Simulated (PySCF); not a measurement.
How the method changes the constants of MgI

State: ²Σ⁺ (doublet), unpaired electrons σ ↑. Set-up: PySCF, spin-free X2C with a Gaussian nucleus, basis sets Mg x2c-SVPall, I x2c-SVPall. De refers to Mg + I in their high-spin ground configurations, without counterpoise correction. The functionals are run spin-unrestricted. A positive dipole means Mg(−)I(+).

```
      Level  Re (Å)  ωe (cm⁻¹)  De (eV)  μ (D)  CPU s a point (SCF and correlation, without the integrals)
        UHF   2.616        317     2.00  -3.38                                                        0.18
    UHF-MP2   2.613        321     2.36    n/a                                                        0.32
UHF-SCS-MP2   2.616        319     2.16    n/a                                                         n/a
   UHF-CCSD   2.615        319     1.99    n/a                                                         n/a
UHF-CCSD(T)   2.616        318     2.04    n/a                                                         5.7
        PBE   2.619        301     2.32  -2.76                                                        0.81
     PBEsol   2.604        307     2.51  -2.82                                                        0.61
     r²SCAN   2.607        312     2.55  -3.08                                                         1.1
      M06-L   2.630        295     2.09  -2.77                                                         1.3
       PBE0   2.604        311     2.34  -3.03                                                         1.3
       MN15   2.595        312     2.04  -3.39                                                         1.3
    LC-ωPBE   2.584        324     2.36  -3.15                                                         1.6
```

Q: Which functional lies closest to UHF-CCSD(T) in De, which farthest, and by how much do they differ from it?

A: Closest is MN15 (-2.1 pm in Re, -1.9 % in ωe, +0.00 eV in De against UHF-CCSD(T) in the same basis), farthest r²SCAN (-0.9 pm in Re, -1.9 % in ωe, +0.51 eV in De). CCSD(T) converges more slowly with the basis than the functionals do and binds too weakly in this one, so the order can change at the basis-set limit.

Q: What does a quarter of exact exchange do here, going from PBE to PBE0?

A: PBE0 less PBE: -1.5 pm in Re, +3.3 % in ωe, +0.02 eV in De. Exact exchange removes part of the self-interaction that spreads semilocal densities, and in most molecules shortens and stiffens the bond and lowers De; here De goes the other way.

Q: What does second-order correlation do here, going from UHF to UHF-MP2?

A: UHF-MP2 less UHF: -0.3 pm in Re, +1.3 % in ωe, +0.36 eV in De. Correlation nearly always deepens the well. The bond shortens, as in weak, metallic or heavy-atom bonds, where dispersion and the correlation of outer-core electrons pull the atoms together.

Correlated steps freeze 19 core orbitals. Correlated levels converge slowly with the basis: in double zeta they bind strong bonds too weakly, by up to about 1 eV, and carry superposition errors of some tenths. These are scalar-relativistic numbers at best; spin–orbit coupling would shift them, the dissociation energy most. The state was picked by a PBE0 search and need not be the measured ground state.

The whole job (state search and all levels along the bond) took about 2.9 min on 1 thread of Arm Neoverse V1 (shared host), peak memory 0.61 GiB.
